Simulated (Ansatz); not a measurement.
The cluster K2S. The state is a singlet with charge 0. Geometry r2SCAN-D4/def2-TZVP; atoms count from 1.

Cartesian coordinates in Å:
```
K -0.784 -0.303 2.611
K 0.804 0.298 -2.605
S -0.020 0.005 -0.006
```

The structure comes from a short search, and lower isomers may exist.

Q: Estimate the Mulliken populations from the PBE0/def2-TZVP orbitals of Ansatz.

A: 
```csv
atom,charge (e)
K1,0.50
K2,0.50
S3,-1.00
```
Mulliken values depend strongly on the basis.

Q: And the Mayer bond orders between heavy atoms (over 0.3)?

A: K1–S3 0.86 (2.74 Å); K2–S3 0.86 (2.74 Å).
